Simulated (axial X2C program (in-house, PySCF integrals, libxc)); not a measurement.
**What spin–orbit coupling does to VBr⁺**

All values were computed with an in-house all-electron X2C program for linear molecules (integrals from PySCF). Spin-free means the one-electron spin-free X2C Hamiltonian; two-component (2c) means X2C with spin–orbit coupling and atomic mean-field two-electron Coulomb and Gaunt terms, so the difference of the two also holds small scalar two-electron terms. Basis: Br dyall-cv3z [8s9p6d4f1g], V dyall-cv3z [10s10p6d4f2g] (cores contracted in-house); Gaussian nuclei, density fitting, unrestricted open shells. Masses: Br 78.918 u, V 50.944 u.

Spin-free state: M_S = 3/2, Λ = 0 (beyond evenly filled blocks: σα, δ+α, δ-α); fragments Br + V+.

```tsv
level	Re (Å)	ωe (cm⁻¹)	De (eV)	μ (D)
PBE0	2.241	373.3	3.158	8.11
HF	2.344	350.6	2.082	11.10
MP2	2.288	360.8	3.056	n/a
CCSD	2.286	362.5	3.026	n/a
CCSD(T)	2.281	362.8	3.197	n/a
LDA	2.190	388.3	4.246	6.52
```

Correlated methods: 11 electrons correlated (number of frozen shells: Br 3 s, 2 p, 1 d; V 3 s, 2 p), 295 virtual spin orbitals or spinors in MP2, 90 natural virtuals in coupled cluster.

Dipoles are positive if V is the positive end and refer to the centre of mass.

Two-component determinant lowest at the distance of the search:

Ω = 3/2 (⟨Sz⟩ = 1.50, ⟨Lz⟩ = 0.00 at HF); fragments Br + V+.

```csv
level,Re (Å),ωe (cm⁻¹),μ (D)
PBE0,2.242,372.3,8.10
HF,2.345,350.0,11.08
MP2,2.289,360.3,n/a
CCSD,2.287,361.9,n/a
CCSD(T),2.282,362.3,n/a
LDA,2.191,387.2,6.51
```

**Question.** From the two tables, how do the constants change at the CCSD(T) level (2c against spin-free)?

**Answer.** At the CCSD(T) level Re goes up by 0.001 Å and ωe decreases by 0.5 cm⁻¹.

The state is a single determinant with fixed occupations, the lowest that a limited PBE0 search found. Dissociation energies refer to the lowest single-determinant-based atoms at the same level and basis. De is not given where an atomic determinant may have missed its ground term or J level, or where the truncated virtual space spoils (T). Density functionals use the spin component along the axis (collinear). CCSD and (T) use frozen natural virtuals with an MP2 correction for the truncation; (T) itself is uncorrected, so its De runs slightly low. Other states lie close and PBE0, whose exact exchange favours high spin, may order them wrongly; the determinant shown need not be the ground state. The nearest other spin-free determinant of the search, M_S = 3/2, Λ = 1, lies 0.31 eV up at the distance of the search. Without a current term, density functionals place determinants with orbital angular momentum somewhat too high. With several unpaired electrons one determinant need not be a pure state. The outer-core s and p shells of the metal are frozen in the correlated rows, which leaves out core–valence correlation; for alkali and alkaline-earth bonds that tends to lengthen them. This is the top spin component of a Σ state; components of lower Ω are not single determinants and can lie lower. The determinant is spin-polarised beyond a pure state at some levels (its spin-free form has ⟨S²⟩ too high), which makes Re and μ there less reliable.
